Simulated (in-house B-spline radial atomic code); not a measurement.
RPA and G0W0 for Se⁴⁺, [Ar] 3d10 4s2, as one setting changes: the share of exact exchange in the PBE hybrid start. A dash marks a level of low quasi-particle weight. Computed with an all-electron radial atomic-structure program (B-spline basis): all electrons, scalar-relativistic (spin-free one-electron X2C), finite nucleus, each spin shell either full or empty, empty states to l = 9 with an (l + 1/2)⁻⁴ tail; G0W0 by contour deformation at full frequency.

```
share of exact exchange in the PBE hybrid start  mean-field level (eV)  G0W0 level (eV)  RPA correlation (Eh)
                                              0                 -61.70        4s -68.20               -2.3119
                                            0.1                      ?                ?                     ?
                                            0.2                      ?                ?                     ?
                                            0.3                 -63.23        4s -68.04                -2.245
                                            0.4                 -63.74        4s -67.99               -2.2242
                                            0.5                 -64.24        4s -67.94                -2.204
                                            0.6                 -64.75        4s -67.89               -2.1844
                                            0.7                 -65.25        4s -67.84               -2.1655
                                            0.8                 -65.75        4s -67.79                -2.147
                                            0.9                 -66.25        4s -67.74                -2.129
                                              1                 -66.75        4s -67.70               -2.1115
```

Task: What belongs in the row for 0.2?

Result: mean-field level (eV): -62.72; G0W0 level (eV): 4s -68.10; RPA correlation (Eh): -2.2665.

Task: What belongs in the row for 0.1?

Result: mean-field level (eV): -62.21; G0W0 level (eV): 4s -68.15; RPA correlation (Eh): -2.2887.
